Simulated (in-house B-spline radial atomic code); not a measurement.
How numerical settings move a run on neutral selenium, [Ar] 3d10 4s2 4p4. Computed with an all-electron radial atomic-structure program (B-spline basis): non-relativistic r2SCAN, spin-polarised, spherical fractional occupations, point nucleus.

Command:
```bash
python run_scf.py task.json out
```
Settings of the sound reference run:
```
Z                34
electrons        34
configuration    [Ar] 3d10 4s2 4p4
hamiltonian      nr
method           r2scan
spin_polarised   True
knot_spacing     0.22
spline_order     8
gauss_points     12
box_radius       50
max_iterations   70
damping          0.5
damped_steps     3
diis_vectors     10
tolerance        1e-08
start            Thomas-Fermi
```

Run time, properties included: 0.33 s on 1 thread of Arm Neoverse V1 (shared host).

It converges in 10 iterations to -2401.517930 hartree, with 4p down at -5.61836 eV. The other runs change the listed settings, some to values that make no sense; their results aren't properties of the atom or ion. Radii are in bohr (the nuclear one in fm), a minus after a letter asks for a j subshell, and «unchanged» means within 1e-8 hartree. The run stops when the residual is below 10 × tolerance × max(1, Z/10), or a noise floor if that is larger, and the energy moves by less than 1e-8 × √|E| hartree; so very loose and very tight tolerances often act alike.

| changed settings | outcome |
| --- | --- |
| box_radius = 15, max_iterations = 2, damped_steps = 30, start = bare nucleus | not converged after 2 iterations, last residual 1.6e-03, last energy +7.58e-05 hartree from the reference |
| damping = 0 | converged in 8 iterations, energy unchanged, 4p down level -8.1e-06 eV |
| spline_order = 7 | converged in 10 iterations, energy -1.15e-05 hartree from the reference, 4p down level +5.1e-05 eV |
| diis_vectors = 20 | converged in 10 iterations, energy unchanged |
| box_radius = 25, first_knot = 2.94e-05, max_iterations = 100 | converged in 6 iterations, energy -1.82e-05 hartree from the reference, 4p down level +6.5e-04 eV |
| damping = 0.95 | converged in 10 iterations, energy unchanged, 4p down level -6.0e-07 eV |
| spline_order = 10 | converged in 9 iterations, energy -1.42e-05 hartree from the reference, 4p down level +5.3e-05 eV |
| gauss_points = 6, max_iterations = 100, tolerance = 1e-10, start = bare nucleus | converged in 10 iterations, energy +6.05e-08 hartree from the reference |
| hamiltonian = dirac, method = hf, spin_polarised = False, nucleus = fermi, rms_radius = 4.14, mass_number = 80, atomic_mass = 79.91652, speed_of_light = 30.61384 | converged in 12 iterations to -3380.9818 hartree, a different physical problem |
| spline_order = 4 | converged in 10 iterations, energy +9.64e-04 hartree from the reference, 4p down level -2.5e-04 eV |
| electrons = 42, configuration = [Ar] 3d10 4s2 4p4 6s2 6p6, max_iterations = 50 | converged in 49 iterations to -2400.7392 hartree, a different physical problem (warning: 4p down has a positive eigenvalue: unbound, held by the box) |
| electrons = 35, configuration = [Ar] 3d10 4s2 4p4 3f1, max_iterations = 60 | stopped with error: there is no 3f shell |
| spline_order = 5 | converged in 10 iterations, energy +9.45e-06 hartree from the reference, 4p down level +1.1e-04 eV |
| knot_spacing = 0.75, gauss_points = 5, max_iterations = 3, start = bare nucleus | not converged after 3 iterations, last residual 6.9e-04, last energy +2.09e+00 hartree from the reference |
| diis_vectors = 4 | converged in 10 iterations, energy unchanged, 4p down level -9.6e-07 eV |

Problem. What happens with spline_order = 6?

Solution. Converged in 9 iterations, energy +2.75e-05 hartree from the reference, 4p down level -8.2e-05 eV.

Problem. What happens with spline_order = 7, box_radius = 3, max_iterations = 75, damped_steps = 30, diis_vectors = 1?

Solution. Converged in 16 iterations, energy +1.51e+00 hartree from the reference, 4p down level +1.7e+01 eV (the program warns: 4p down has a positive eigenvalue: unbound, held by the box; 4p up has a positive eigenvalue: unbound, held by the box).

Problem. What happens with damping = 0.2?

Solution. Converged in 9 iterations, energy unchanged, 4p down level +2.4e-06 eV.

Problem. What happens with diis_vectors = 1?

Solution. Not converged after 70 iterations, last residual 6.2e-01, last energy +7.21e+00 hartree from the reference.
